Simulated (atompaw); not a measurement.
## Logarithmic derivatives: Rb, PAW (atompaw)

* Element: rubidium
* Generator: atompaw 4.2.0.5
* Type: PAW
* Functional: PBE
* Relativity: scalar-relativistic
* Frozen core: [Ar] 3d10
* Valence charge: 9
* Reference configuration: 4s2 4p6 4d0.5 5s0.5 5p0
* Partial waves: 4s (bound): rc 1.65 bohr; 5s (bound): rc 2.25 bohr; 4p (bound): rc 1.75 bohr; 5p (bound, empty): rc 3.00 bohr; 4d (bound): rc 3.00 bohr; 4d channel at 0.55 Ry: rc 3.00 bohr
* Local potential: troulliermartins scheme with l = 3 at 0.5 Ry, radius 2.80 bohr
* Core correction: smooth core density matched at 2.05 bohr
* Augmentation charge: sinc compensation charge, radius 2.65 bohr; PAW radius 3.00 bohr; waves and projectors: custom polynom2 7 10 vanderbiltortho

The phase is arctan(r·u′/u) with u = r·R(r), unwrapped; energies in Ry, scanned from -4 to 5 Ry. A pole is an energy at which the radial function vanishes at the test radius. The pseudo phase is shifted by a multiple of π to meet the all-electron one at the reference energy, and phase errors are pseudo minus all-electron; the curves can meet again beyond the range given. Levels narrower than the energy grid can be missing from the lists of poles.

| channel | radius (bohr) | reference energy (Ry) | poles, all-electron | poles, pseudo | unbroken range about the reference energy with phases within 0.05 rad | phase error 1 Ry above the reference energy (rad) |
| --- | --- | --- | --- | --- | --- | --- |
| s | 3.02 | -0.19 | -2.32, 2.72 | -2.32, 2.71 | below 4.7 | +0.001 |
| p | 3.02 | -0.08 | -1.03, 3.74 | -1.03, 2.82 | below 0.8 | -0.084 |
| d | 3.02 | -0.03 | 0.96 | 0.96 | below 2.5 | +0.000 |

Phases in the p channel:

```csv
E (Ry),all-electron,pseudo
-4.00,1.390,1.387
-3.52,1.375,1.371
-3.04,1.353,1.350
-2.56,1.321,1.318
-2.08,1.260,1.257
-1.60,1.027,1.022
-1.12,-1.474,-1.474
-0.64,-1.741,-1.741
-0.16,-1.854,-1.854
0.32,-2.004,-2.006
0.80,-2.358,-2.401
1.28,-3.439,-3.694
1.76,-4.241,-4.391
2.24,-4.487,-4.595
2.72,-4.596,-4.696
3.20,-4.661,-4.769
3.68,-4.707,-4.839
4.16,-4.746,-4.929
4.64,-4.783,-5.086
```
